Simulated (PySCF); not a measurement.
C$_{3}$H$_{7}$, charge -1, singlet, geometry from GFN2-xTB (in this run its highest filled SCF level lies above zero, so its values depend strongly on the basis, on diffuse functions most of all). Base run: DF-R2SCAN/6-311G** (PySCF).

Here is a job for PySCF.
```python
from pyscf import gto, scf, dft

mol = gto.Mole()
mol.atom = '''
    C    -0.107805    0.000543    0.680041
    C    -0.021906    1.233441   -0.218470
    C    -0.006462   -1.234393   -0.214053
    H     0.843090    0.007604    1.300384
    H     0.012964    2.153589    0.381103
    H     0.039908   -2.151880    0.388809
    H     0.857628    1.285900   -0.921854
    H    -0.913313    1.303024   -0.860491
    H    -0.896914   -1.317425   -0.855800
    H     0.873675   -1.278357   -0.917264
'''
mol.basis = '6-311g**'
mol.charge = -1
mol.spin = 0
mol.verbose = 4
mol.build()

mf = dft.RKS(mol)
mf.xc = 'r2scan'
mf = mf.density_fit(auxbasis='def2-universal-jkfit')
mf.kernel()
mf.analyze()
```

Each row names what was changed in the base input (with any setting that the change needs).

| change | E (Eh) | HOMO (eV) | HOMO-LUMO gap (eV) | core-seconds (rough) | outcome |
|---|---|---|---|---|---|
| base | -118.39454 | 3.19 | 3.07 | 10 | converged |
| functional = b3lyp; dispersion = d3zero | -118.48812 | 2.47 | 3.75 | 5 | converged |
| functional = m06l | -118.45719 | 3.18 | 3.25 | 10 | converged |
| functional = b3lyp5 | -118.39051 | 2.56 | 3.74 | 5 | converged |
| functional = b3lyp | -118.48459 | 2.47 | 3.75 | 5 | converged |
| functional = hf | -117.58499 | -0.43 | 9.70 | 0.4 | converged |
| functional = pw6b95 | -118.62269 | 2.20 | 4.34 | 8 | converged |
| functional = pbe0; dispersion = d3bj | -118.32497 | 2.29 | 4.25 | 5 | converged |
| functional = pw91,pw91 | -118.41536 | 3.31 | 2.36 | 6 | converged |
| functional = bhandhlyp | -118.38647 | 1.26 | 5.95 | 5 | converged |
| functional = pbe0 | -118.32050 | 2.29 | 4.25 | 5 | converged |
| functional = lda,vwn | -117.33437 | 3.24 | 2.27 | 4 | converged |
| functional = wb97m_v | - | - | - | - | cut at the time limit |

Absolute energies of different levels of theory aren't comparable as measures of quality.
